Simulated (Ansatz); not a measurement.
System: sum formula TiH3F, charge 0, multiplicity 1. 
Coordinates optimised at B3LYP-D3(BJ)/def2-TZVP (Ansatz, a first-principles code):
SMILES: [F][TiH3]
```xyz
5

Ti    -0.4011    -0.0034    -0.0943
F      1.2966     0.0111     0.3048
H     -1.2846     0.6698     1.1829
H     -0.9044    -1.5989    -0.3519
H     -0.6561     0.9047    -1.4998
```

Quantity: atomisation energy (electronic, to ground-state atoms), in kJ/mol. Correlated levels leave the core frozen unless marked. Open shells are spin-unrestricted. No spin-orbit coupling. The frozen core is the preceding noble-gas configuration, with the filled d and f shells of earlier blocks. Non-relativistic. The coupled-cluster limit lacks core correlation, which all-electron functionals hold. CBS(X,Y): correlation extrapolated as X^-3; Hartree-Fock from the larger set.

```
level                        program  atomisation energy (kJ/mol)
--------------------  --------------  ---------------------------
revPBE-D4/def2-TZVPD  Ansatz + dftd4                       1434.1
r2SCAN/def2-TZVPD             Ansatz                       1432.2
```

Task: What does CCSD(T)/CBS(def2-TZVPPD,def2-QZVPPD) (Ansatz) give?

Result: 1332.8 kJ/mol, so r2SCAN/def2-TZVPD differs from it by 99.4 kJ/mol.
